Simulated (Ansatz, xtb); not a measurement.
H2SbSi: where a starting geometry ends

The starting geometry of this gas-phase doublet has its atoms placed at random.

```xyz
4

Sb    0.9978   -1.0183    0.1791
Si   -1.0770    0.5982   -0.6032
H     0.4622    0.0223    1.8411
H     0.0905   -0.3913   -0.7918
```

Q: One run relaxed it with r2SCAN-D4/def2-SVP. What is a likely outcome?

A: It ends as a structure given below by its coordinates. Distances that change by over a tenth: Sb1–Si2 (2.74 → 2.39 Å), Sb1–H3 (2.03 → 1.72 Å). Contacts that open: Sb1–H4 (1.47 → 3.38 Å).

The energy falls by 2.99 eV over 17 steps:

```tsv
step	E − E(last) (eV)
1	2.994
3	1.384
5	0.984
6	0.856
8	0.494
10	0.216
12	0.095
13	0.032
15	0.000
17	0.000
```

Final geometry (Å):

```
atom    x (Å)    y (Å)    z (Å)
  Sb   0.9735  -0.9711   0.8869
  Si  -0.4807   0.2945  -0.5319
   H   0.5238  -0.0478   2.2666
   H  -0.5431  -0.0647  -1.9964
```

From the same start GFN2-xTB reaches the same bonding as this run.

From so rough a start the end depends on the optimiser's path, so another program may land elsewhere. The end wasn't checked by frequencies. Open shells are spin-unrestricted. Atoms past krypton carry core potentials, without spin–orbit terms. Run with Ansatz 0.2.0, 3.3 min on 1 thread of Intel(R) Xeon(R) Processor @ 2.50GHz (Skylake/Cascade Lake) (shared host).
